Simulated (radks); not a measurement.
Values are calculated unless marked as measured or tabulated.
Problem. The mean radii <r> (bohr) of the occupied orbitals of an atom or ion are listed with their occupations. Level of theory: non-relativistic Kohn-Sham, revTPSS, spin-polarised, spherical densities, point nucleus; meta-GGA in the generalised Kohn-Sham scheme (a radial shooting solver on a logarithmic mesh with Libxc functionals).

orbital  occ.      <r>
1s down     1  0.06413
1s up       1  0.06413
2s up       1   0.2958
2s down     1   0.2952
2p up       3   0.2613
2p down     3   0.2608
3s up       1   0.9056
3s down     1   0.9075
3p up       3   0.9593
3p down     3   0.9643
3d up       4    1.200

Name the element and its charge. Open shells, if any, are filled with parallel spins first.

Solution. Z = 24, chromium, charge +2: Cr2+ in [Ar] 3d4. The 1s radius gives Z: for a bare nucleus <r> = 1.5/Z, 0.0625 bohr for Z = 24, and screening makes it slightly larger (0.06413 here). The occupations add up to 22, and the charge is Z minus that.
